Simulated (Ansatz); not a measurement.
Al2F4H2O2, SMILES `[F][Al-]1([F])[OH+][Al-]([F])([F])[OH+]1`, charge 0, multiplicity 1.

**Question.** Give a relaxed structure at PBE0-D4/def2-TZVP (the Gaussian-basis code of Ansatz). (Best estimate.)

**Answer.** Ansatz gave: 
Z-matrix (Å, degrees):
```
Al
O 1 1.825
F 1 1.642 2 115.1
O 1 1.825 2 82.0 3 -108.8
F 1 1.642 2 110.4 3 137.3
Al 1 2.754 2 41.0 3 -108.8
H 2 0.958 1 125.8 3 -105.1
H 4 0.958 1 125.8 2 146.0
F 6 1.642 1 120.8 2 93.8
F 6 1.642 1 120.8 2 -86.2
```
Point group C2h.
This is one stationary point; other conformers may exist.
